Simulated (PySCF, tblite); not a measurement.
Species: C6H11NOSi.
SMILES with atom numbers: `[O:1]=[C:2]=[N:3][SiH:4]1[CH2:5][CH2:6][CH2:7][CH2:8][CH2:9]1` (hydrogens: H10 on Si4; H11, H12 on C5; H13, H14 on C6; H15, H16 on C7; H17, H18 on C8; H19, H20 on C9)

Geometry (GFN2-xTB, Å), atoms numbered from 1 in this order:
```
atom  x, y, z in Å
O1     4.8759    1.0816   -0.3896
C2     3.7449    0.8995   -0.2310
N3     2.5689    0.7720   -0.1421
Si4    1.1264    0.1280    0.5617
C5     0.5024   -1.3082   -0.5070
C6    -0.9877   -1.5333   -0.2535
C7    -1.8226   -0.2798   -0.5086
C8    -1.5990    0.8223    0.5252
C9    -0.2138    1.4590    0.4221
H10    1.4007   -0.2683    1.9485
H11    1.0464   -2.2329   -0.3105
H12    0.6499   -1.0795   -1.5645
H13   -1.3489   -2.3364   -0.9019
H14   -1.1365   -1.8565    0.7797
H15   -1.5934    0.1076   -1.5044
H16   -2.8800   -0.5575   -0.4982
H17   -2.3629    1.5931    0.3887
H18   -1.7333    0.4033    1.5254
H19   -0.1115    2.2225    1.1937
H20   -0.1309    1.9740   -0.5368
```

Method: PBE0/pcSseg-1 in PySCF (dipole) on a GFN2-xTB geometry, gas phase.

Take the most abundant isotopes and a rigid rotor. The values belong to one conformer with, in the numbering `[O:1]=[C:2]=[N:3][SiH:4]1[CH2:5][CH2:6][CH2:7][CH2:8][CH2:9]1`, C2–N3–Si4–C5 -100°, N3–Si4–C5–C6 -158°, Si4–C5–C6–C7 57°, C5–C6–C7–C8 -70°, C6–C7–C8–C9 69°.

Q: What are A, B and C (cm⁻¹)?

A: Ia = 152.06, Ib = 720.68, Ic = 815.43 u·Å²; 505379 MHz·u·Å²/I gives 3324, 701.3 and 619.8 MHz, that is A = 0.11086, B = 0.02339, C = 0.02067 cm⁻¹.

Q: Classify the top.

A: A near-prolate asymmetric top; Ray's κ = -0.940.

Q: Is it planar, by Δ = Ic − Ia − Ib?

A: Not planar: Δ = Ic − Ia − Ib = -57.30 u·Å². For a rigid frame Δ = −2 Σ m c², so Σ m c² = 28.65 u·Å² lies off the ab plane: 13.16 from hydrogen and 15.50 from heavier atoms. The atom farthest from that plane is 2.03 Å away.

Q: Predict some low-J microwave lines.

A: The dipole components are |μa| = 2.93 D, |μb| = 0.09 D, |μc| = 0.43 D. Intensities carry the squares of the components, which stand as 1.00 : 0.00 : 0.02 (a : b : c). Some lines, for components of 0.1 D or more:

```
type  branch         J(Ka,Kc)    MHz  lower level (cm⁻¹)
   a       Q  3(1,2) ← 3(1,3)    489               0.345
   c       Q  2(1,2) ← 2(0,2)   2543               0.132
   a       R  2(1,2) ← 1(1,1)   2561               0.132
   c       Q  1(1,1) ← 1(0,1)   2622               0.044
   a       R  2(1,1) ← 1(1,0)   2724               0.134
   a       R  3(2,2) ← 2(2,1)   3963               0.488
   c       R  2(1,1) ← 1(0,1)   5427               0.044
   a       R  4(1,3) ← 3(1,2)   5443               0.361
   a       R  5(0,5) ← 4(0,4)   6568               0.440
   a       R  5(1,4) ← 4(1,3)   6800               0.543
   c       Q  4(2,3) ← 4(1,3)   7585               0.543
   c       R  4(1,3) ← 3(0,3)   8359               0.264
   c       R  4(2,3) ← 3(1,3)  13518               0.345
   c       R  3(3,0) ← 2(2,0)  17278               0.488
   c       Q  5(5,1) ← 5(4,1)  23964               2.082
   c       R  5(4,1) ← 4(3,1)  25247               1.240
   c       R  5(4,2) ← 4(3,2)  25248               1.240
```

Its lowest GFN2-xTB frequency is 8 cm⁻¹, too small to tell a flat minimum from a shallow saddle. Zero-point vibration and centrifugal distortion are left out. Quadrupole hyperfine structure (14N) is left out.
